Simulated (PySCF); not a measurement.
**Si⁺: excitation energy**

Si⁺ [Ne] 3s2 3p1 (2P) → Si⁺ [Ne] 3s1 3p1 3d1 (high-spin determinant), as a difference of total energies. All numbers are calculated (PySCF 2.14, the spin-free X2C one-electron Hamiltonian (Gaussian nucleus), in x2c-TZVPPall with one added diffuse shell each of s, p, d type (6s6p4d1f, 51 functions)). Correlated levels: valence: [Ne] frozen; valence and next inner shell: 1s2 frozen. The calculations carry no spin-orbit coupling.

| method | excitation energy (eV) |
| --- | --- |
| UHF | 13.699 |
| LDA | 14.129 |
| PBE | 13.961 |
| PBE0 | 14.134 |
| r2SCAN | 13.813 |
| BP86 | 13.984 |
| LC-wPBE | 14.469 |
| wB97M-V | 14.605 |
| BLYP | 14.257 |
| MP2 (valence) | 14.541 |
| SCS-MP2 (valence) | 14.888 |
| MP2 (valence and next inner shell) | 14.706 |
| SCS-MP2 (valence and next inner shell) | 15.016 |

**Question.** How much does correlation contribute at MP2 (valence and next inner shell)?

**Answer.** 14.706 − (13.699) = 1.007 eV, measured against UHF.

The promoted electron is Rydberg-like, and one or two diffuse shells describe it only roughly, which tends to raise the upper state.

The determinant of the upper state mixes LS terms, which raises its energy above the lowest term, most at the Hartree-Fock and MP2 levels.
